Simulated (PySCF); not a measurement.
CH12N2Si3, SMILES C[Si](N)(N)[SiH2][SiH3]. Atoms are numbered in the order given.

```xyz
18

C     -1.3976    -1.2873    -1.3639
Si    -1.1425    -0.0748     0.0423
N     -0.8177    -0.9028     1.5292
N     -2.6068     0.8609     0.1248
Si     0.8604     1.1168    -0.3268
Si     2.6493    -0.3290     0.1262
H     -2.2682    -1.9320    -1.1608
H     -1.5719    -0.7712    -2.3211
H     -0.5130    -1.9318    -1.4780
H     -0.1855    -0.5076     2.2149
H     -1.5444    -1.4515     1.9779
H     -3.0904     1.0940    -0.7363
H     -2.6708     1.6309     0.7824
H      0.9834     2.3180     0.5662
H      0.9562     1.6029    -1.7428
H      2.4819    -1.5969    -0.6513
H      3.9863     0.2541    -0.2120
H      2.6522    -0.6743     1.5835
```

Geometry: PBE0-D3(BJ)/def2-SVP. This is a generated structure with no PubChem entry under its InChIKey; it may be hypothetical. One conformer was computed; it need not be the lowest.

Method: PySCF with M06-2X/def2-TZVP.

Gas-phase values at a fixed geometry.

### Question
Estimate the frontier levels, gap, dipole moment. (An estimate is asked for; the answer gives what the named calculation found.)

### Answer

```json
{
  "highest_occupied_level": "-7.84 eV",
  "lowest_empty_level": "0.93 eV",
  "orbital_gap": "8.78 eV",
  "dipole_moment": "1.79 D",
  "quadrupole, principal values (traceless, Buckingham form, about the centre of nuclear charge)": "-4.79, 0.04, 4.74 D·Å"
}
```
